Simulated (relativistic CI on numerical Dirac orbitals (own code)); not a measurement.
**Cs⁸⁺: sensitivity of the levels to the model**

Base calculation: Dirac-Coulomb-Breit CI, orbitals from a KLI potential per configuration, a model potential for QED, unscaled Slater integrals.

Configurations in the expansion (outside the closed core [Kr]): 4d¹⁰5s, 4d¹⁰5p, 4d¹⁰5d, 4d¹⁰4f, 4d¹⁰5f, 4d¹⁰5g, 4d⁹5s4f, 4d¹⁰6s, 4d⁹5s², 4d¹⁰6p, 4d¹⁰6d, 4d⁹5s5p, 4d¹⁰7s. Double excitations out of closed p, d and f shells are left out; levels of such configurations are missing from the list, as are those of other unlisted configurations, and high levels can miss mixing partners.

Variants: (1) Breit term removed; (2) non-relativistic limit. Shifts of the energy above 4d¹⁰5s ²S1/2, in cm⁻¹, for the lowest level and the first level of each name with at least 55 % of one term (blank where a level changes its place among those of its configuration and J or its character, or is not in the variant):

```tsv
Level	Base	Δ(1)	Δ(2)
4d¹⁰5s ²S1/2	0	0	0
4d¹⁰5p ²P°1/2	122155	-279	-7739
4d¹⁰5p ²P°3/2	144191	+29	-29774
4d¹⁰4f ²F°5/2	245680	+826	-43034
4d¹⁰4f ²F°7/2	246463	+975	-43817
4d¹⁰5d ²D3/2	340043	+296	-32201
4d¹⁰5d ²D5/2	343577	+395	-35735
4d¹⁰6s ²S1/2	449641	+259	-20076
4d¹⁰6p ²P°1/2	502286	+149	-22595
4d¹⁰6p ²P°3/2	511209	+267	-31518
4d⁹5s² ²D5/2	521081	-491	+57237
4d⁹5s² ²D3/2	539678	+69	+38641
4d¹⁰5f ²F°5/2	550676	+533	-35598
4d¹⁰5f ²F°7/2	551216	+572	-36138
```

At this charge configurations can still be misplaced by up to about 7 % of their energy. Levels and lines within the n = 5 or 6 shells can be off by up to 10 % or somewhat more, and those that change n by about 2 %, since core polarisation is missing. Levels that differ in their count of f electrons can be misplaced by several ten thousand cm⁻¹, since the correlation energy of f electrons is missing or only estimated; rates across such gaps can be off by orders of magnitude.

Ionisation energy from the two ground configurations alone: base 123.716 eV; Breit term removed 123.773 eV. The NIST ASD value (semi-empirical) is 125.61 eV.

LS names give the leading component of a level, which can be under half, so a name can repeat, a term be missing and a line seem to break the LS rules.
